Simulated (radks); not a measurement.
Valence configurations of Sb IV (all share [Kr]). All-electron calculation, scalar-relativistic Kohn-Sham, LDA (Slater exchange, Perdew-Wang correlation), spin-polarised, spherical densities, finite nucleus; open shells are filled with parallel spins first (spin-orbit coupling, left out, can overturn this in heavy ions); Fermi nuclear charge, rms radius 4.6802 fm. Program: a radial shooting solver on a logarithmic mesh with Libxc functionals. Energies are relative to 4d10 5s2; eigenvalues in eV for spin up.

4d10 5s2: E (eV) 0.000; moment (Bohr magnetons) 0; e(4d) -62.952; e(5s) -39.394
4d10 5s1.5 5p0.5: E (eV) 4.846; moment (Bohr magnetons) 1; e(4d) -63.705; e(5p) -30.049; e(5s) -40.233
4d10 5s0.5 5p1.5: E (eV) 14.368; moment (Bohr magnetons) 2; e(4d) -65.040; e(5p) -31.078; e(5s) -41.364
4d9 5s2 5p1: E (eV) 35.446; moment (Bohr magnetons) 2; e(4d) -70.209; e(5p) -31.925; e(5s) -42.685
4d10 5s1 5p1: E (eV) 9.235; moment (Bohr magnetons) 2; e(4d) -64.411; e(5p) -30.735; e(5s) -40.983
4d9.5 5s2 5p0.5: E (eV) 17.277; moment (Bohr magnetons) 1; e(4d) -66.587; e(5p) -30.642; e(5s) -41.084
4d8 5s2 5p2: E (eV) 74.543; moment (Bohr magnetons) 4; e(4d) -77.423; e(5p) -34.300; e(5s) -45.703
4d7 5s2 5p3: E (eV) 117.37; moment (Bohr magnetons) 6; e(4d) -84.616; e(5p) -36.512; e(5s) -48.544
4d8 5s1.5 5p2.5: E (eV) 78.998; moment (Bohr magnetons) 5; e(4d) -78.038; e(5p) -34.843; e(5s) -46.314

NIST lists [Kr] 4d10 5s2 as the ground configuration; this level of theory agrees among the configurations tried. The energies are those of spherical high-spin densities, not of single terms.
